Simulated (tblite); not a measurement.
Give a GFN2-xTB geometry of `COc1c([SiH3])n(C)n[n+]1C`. (Charge +1.)

```
atom  x, y, z in Å
C1     2.763    0.104    0.470
O2     1.716    1.030    0.216
C3     0.478    0.606    0.057
C4    -0.183   -0.623    0.021
Si5    0.412   -2.437    0.181
N6    -1.473   -0.275   -0.220
C7    -2.610   -1.135   -0.372
N8    -1.645    1.004   -0.323
N9    -0.474    1.555   -0.157
C10   -0.280    2.975   -0.210
H11    2.657   -0.332    1.464
H12    2.788   -0.684   -0.286
H13    3.679    0.690    0.425
H14    0.983   -2.749   -1.126
H15    1.373   -2.461    1.274
H16   -0.787   -3.208    0.484
H17   -2.440   -1.853   -1.173
H18   -2.810   -1.671    0.556
H19   -3.464   -0.506   -0.616
H20    0.474    3.217   -0.959
H21   -1.230    3.435   -0.467
H22    0.062    3.340    0.759
```

Orientation and origin are arbitrary. Atoms count from 1 in this order. The 5-membered ring C3–C4–N6–N8–N9 has internal angles of 103.2° to 113.2° (sum 540°, against 540° for a flat polygon); it is planar, 0.00 Å rms from its mean plane, widest ring torsion 0°. The 2 C–O bonds span 1.318 Å (O2–C3, drawn single) to 1.420 Å (C1–O2, drawn single), a spread of 0.102 Å. C3 (aromatic carbon bearing oxygen) is planar (angles 137.0°, 116.8° and 106.2°, sum 360.0°, 0.01 Å off the plane of its three neighbours). The C–N distances run from 1.358 Å (C4–N6, aromatic) to 1.433 Å (N9–C10, drawn single), a spread of 0.075 Å.

Bonds between heavy atoms (Å): C1–O2 1.420, O2–C3 1.318, C3–C4 1.396, C4–Si5 1.916, C4–N6 1.358, N6–C7 1.433, N6–N8 1.295, N8–N9 1.306, N9–C10 1.433, C3–N9 1.361.

The geometry is computed with GFN2-xTB (gas phase).

Its GFN2-xTB frequencies are all real (lowest 32 cm⁻¹). Torsions: C1–O2–C3–C4 -3°. 2 starts were optimised and ended at 0.00 and 4.87 kcal/mol (GFN2-xTB); the lowest of these is shown.

One conformer stands for the species.
